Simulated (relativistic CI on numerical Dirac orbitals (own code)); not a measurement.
Values are calculated unless marked as measured or tabulated.
## Quantum defects of the ns series of Mn6+

Problem. The ns 2S levels with J = 1/2 of Mn6+ lie at 4s: 318740.0, 5s: 613940.0 cm⁻¹ (Corliss and Sugar, J. Phys. Chem. Ref. Data 6, 1253 (1977)), and the ionisation limit at 961437.0 cm⁻¹ (NIST ASD). Find the quantum defects and predict 6s.

Working.
1. The outer electron sees the charge z = 7; R = 109736.22 cm⁻¹ for this mass. The binding energy T = limit − E defines n* = z√(R/T).
2. Values: 4s: T = 642697.0, n* = 2.8925, δ = n − n* = 1.1075; 5s: T = 347497.0, n* = 3.9337, δ = n − n* = 1.0663.
3. With δ held at 1.0663: E(6s) = limit − Rz²/(6 − δ)² = 740531.5 cm⁻¹.
4. The Ritz form δ = δ₀ + a/n*² through the last two members has a = 0.7503 and δ₀ = 1.0178, so with n* ≈ 6 − 1.0663, δ(6) = 1.0487 and E = 742104.8 cm⁻¹.

Check. The measured level is 752150.0 cm⁻¹ (δ = 0.9312), so the two predictions miss by -11618.5 and -10045.2 cm⁻¹. The defect is large because this electron penetrates the core. A miss of this size points to a perturbing level of another configuration.
